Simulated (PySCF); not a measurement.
A calculated (r2SCAN, PySCF 2.14, ANO-RCC-VTZP, scalar relativity by spin-free X2C-1e) atom or ion has these occupied shells.

```
shell  electrons  orbital energy (eV)  rms radius, mean of both spins (bohr)
 1s α          1             -57299.5                                 0.0231
 1s β          1             -57299.5                                 0.0231
 2s α          1              -9670.3                                 0.0935
 2s β          1              -9670.2                                 0.0935
 2p α          3              -8573.4                                 0.0844
 2p β          3              -8573.3                                 0.0844
 3s α          1              -2196.6                                  0.240
 3s β          1              -2194.9                                  0.240
 3p α          3              -1859.5                                  0.241
 3p β          3              -1857.8                                  0.241
 3d α          5              -1427.3                                  0.221
 3d β          5              -1425.9                                  0.221
 4s α          1              -459.37                                  0.540
 4s β          1              -455.15                                  0.540
 4p α          3              -347.35                                  0.574
 4p β          3              -343.21                                  0.574
 4d α          5              -194.27                                  0.628
 4d β          5              -190.28                                  0.628
 5s α          1              -75.491                                   1.31
 5s β          1              -73.787                                   1.31
 5p α          3              -48.402                                   1.53
 5p β          3              -47.163                                   1.53
 4f α          7              -28.222                                  0.880
 4f β          4              -26.190                                  0.880
 6s α          1              -17.537                                   3.56
```

Problem. Name the element and its charge.

Solution. Er²⁺ (erbium, charge +2), in [Xe] 4f11 6s1, one real determinant (an excited configuration).
